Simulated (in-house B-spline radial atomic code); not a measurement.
**Binding energies in Fe IV (Fe3+)**

NIST's tabulated ground configuration is [Ar] 3d5; each binding energy is the energy of the ion with one electron taken from that subshell, relaxed, less that of the parent. All numbers are computed (Dirac-Hartree-Fock, average of configuration; Fermi nucleus of rms radius 3.7377 fm) with a B-spline radial code for spherical atoms, not measured. Energies include first-order Breit, QED and recoil terms.

| subshell | X-ray name | binding energy (eV) | -ε (eV) | relaxation (eV) |
| --- | --- | --- | --- | --- |
| 2s | L1 | 904.8 | 922.2 | 16.5 |
| 2p1/2 | L2 | 777.4 | 796.3 | 18.1 |
| 2p3/2 | L3 | 765.2 | 783.7 | 17.9 |
| 3s | M1 | 149.9 | 153.3 | 3.3 |
| 3p1/2 | M2 | 110.3 | 113.5 | 3.1 |
| 3p3/2 | M3 | 108.7 | 111.8 | 3.0 |
| 3d | M4,5 | 51.04 | 53.43 | 2.40 |

Relaxation = -ε minus the binding energy without Breit, QED and recoil terms.

Emission lines follow as differences of binding energies, with λ = 12398.42 eV·Å / E:

```
 line       holes  energy (eV)  wavelength (Å)
L1-M3  2s → 3p3/2        796.1          15.574
L3-M1  2p3/2 → 3s        615.3           20.15
```

Problem. What does it cost to remove both a 2s and a 2p1/2 electron?

Solution. 1738.7 eV, which is 56.46 eV more than the two single binding energies together.

Problem. What does it cost to remove both a 2p3/2 and a 3p1/2 electron?

Solution. 903.19 eV, which is 27.67 eV more than the two single binding energies together.

Problem. What does it cost to remove both a 3s and a 3p1/2 electron?

Solution. 281.22 eV, which is 21.05 eV more than the two single binding energies together.
